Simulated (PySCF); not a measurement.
Molecule: SMILES OB(O)[SiH2]F (H4BFO2Si). Atoms near the plane z = 1.0 Å, at the CAM-B3LYP/def2-SVP optimised geometry (x, y, z in Å): Si1 (-0.9, -1.1, 0.0), F2 (0.5, -2.0, 0.0), B3 (0.0, 0.8, 0.0), O4 (-0.7, 2.0, 0.0), O5 (1.3, 0.8, 0.0), H6 (-1.7, -1.4, 1.2), H8 (-1.6, 2.0, 0.0), H9 (1.7, -0.1, 0.0).

Level of theory: CAM-B3LYP/def2-TZVP in PySCF. The values are rescaled to run from 0 to 1.

```
|111111111111111111111111111|
|111111111111111111111111111|
|111111111111111111111111111|
|111111111111111111111111111|
|111111111111111111111111111|
|111111111111111111111111111|
|111111111112111111111111111|
|111111111111111111111111111|
|111111111111110111111111111|
|111111111111000111111111111|
|111111111110000112111111111|
|111111111111000111111111111|
|111111111111100111111111111|
|111111111111111111111111111|
|111111111111111111111111111|
|111111122211001111111111111|
|111111235420001111111111111|
|111111269730001111111111111|
|111111269631011111111111111|
|111111134321111111111111111|
|111111112111111111111111111|
|111111111111111111111111111|
|111111111111111111111111111|
|111111111111111111111111111|
|111111111111111111111111111|
|111111111111111111111111111|
|111111111111111111111111111|
```
Scale: ten equal steps from 0.000 (start of '0') to 1.00 (end of '9'), in the order '0123456789'; x runs from -4.00 to 4.00, y from -4.00 (bottom) to 4.00 (top).

**Question.** Which quantity is mapped?
(A) electrostatic potential
(B) deformation density (molecule minus spherical neutral atoms)
(C) electron localisation function
(D) Laplacian of the electron density

**Answer.** B, deformation density (molecule minus spherical neutral atoms). In full: deformation density (molecule minus spherical neutral atoms) (e/bohr³).
